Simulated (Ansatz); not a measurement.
All values below come from Ansatz (a quantum-chemistry and plane-wave program) with frozen-core CCSD(T)/cc-pVTZ // r2SCAN-D4/def2-TZVP.

Ansatz 0.2 input:
```yaml
crystal:
  periodic: [false, false, false]
  atoms:
    - { symbol: Ga, position_ang: [0.000006, -0.000006, 0.000003] }
    - { symbol: H, position_ang: [1.561432, -0.013363, -0.0068] }
    - { symbol: H, position_ang: [-0.792301, -1.34556, 0.005101] }
    - { symbol: H, position_ang: [-0.769136, 1.358929, 0.001698] }
basis:
  gaussian: { orbitals: cc-pVTZ }
correlation:
  method: ccsd_t
```

Output:

```
Functional definition: HF
505 factors; integrals over basis functions are off by at most 1.9e-3 eV
mean field evaluation 1: about -52381.5321 eV, gradient 9.3e0 eV
mean field evaluation 2: about -52381.5399 eV, gradient 9.3e0 eV
mean field evaluation 4: about -52381.9470 eV, gradient 1.5e0 eV
mean field evaluation 8: about -52381.9512 eV, gradient 3.6e-5 eV
mean field evaluation 16: about -52381.9512 eV, gradient 9.0e-2 eV
mean field -52381.95124572 eV, -1925.0012025183 hartree, gradient 1.9e-6 eV, S^2 0.000000; 0 other end points of the search recorded, 0 dependent functions left out
9 core orbitals not correlated
reference -52381.95124572 eV, -1925.0012025183 hartree; 8, 8 occupied and 68, 68 virtual orbitals, 505 factors
second order -4.82192038 eV of doubles, -0.00000000 eV of singles
cycle   1  -5.03933770 eV  change   -2.2e-1 eV  update   7.3e-2
cycle   2  -5.31317520 eV  change   -2.7e-1 eV  update   2.3e-2
cycle   3  -5.35406535 eV  change   -4.1e-2 eV  update   1.0e-2
cycle   4  -5.35327868 eV  change    7.9e-4 eV  update   2.1e-3
cycle   5  -5.35340778 eV  change   -1.3e-4 eV  update   6.1e-4
cycle   6  -5.35317109 eV  change    2.4e-4 eV  update   1.6e-4
cycle   7  -5.35316437 eV  change    6.7e-6 eV  update   3.7e-5
cycle   8  -5.35318068 eV  change   -1.6e-5 eV  update   1.1e-5
perturbative correction -0.21099657 eV, -0.0077539811 hartree
Total energy: -52387.51542297 eV, -1925.2056822609 hartree
```

Cost: about 2.8 core-seconds (a rough figure).
